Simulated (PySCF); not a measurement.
## ¹⁵N chemical shifts

Relativity neglected, single conformer, in vacuum, one averaged value for each set of equivalent atoms. Coordinates at the GFN2-xTB level; GIAO PBE0/pcSseg-1 shieldings; PySCF 2.14.

Shieldings were converted by a linear fit to measured shifts: ¹⁵N: δ = -148.07 − 0.921σ (rms 6.3 ppm, 71 shifts vs CH3NO2, solution or neat liquid). Occasional misses reach two or three times the rms, and more in compound classes unlike the fitted ones.

(1) Give the ¹⁵N shifts of `N#Cc1ccc2ccccc2c1`, `FC(F)=C(F)[C@@H]1CCN[SiH2]1`.

(2) Order these by ¹⁵N shift, lowest first.
A. FC(F)(F)C[Si@H]1C=CCN1
B. N#CCC1=C(C[SiH3])C[SiH2]1
C. C#CCCC[SiH2][SiH2]C#N

Answers

(1) 
| compound | environment | δ (ppm) |
| --- | --- | --- |
| N#Cc1ccc2ccccc2c1 | nitrile nitrogen | -103.6 |
| FC(F)=C(F)[C@@H]1CCN[SiH2]1 | nitrogen bonded to C, Si, H, in a 5-membered ring | -372.2 |

(2) A (-364.9 ppm, nitrogen bonded to C, Si, H, in a 5-membered ring), B (-121.1 ppm, nitrile nitrogen), C (-52.8 ppm, nitrile nitrogen).
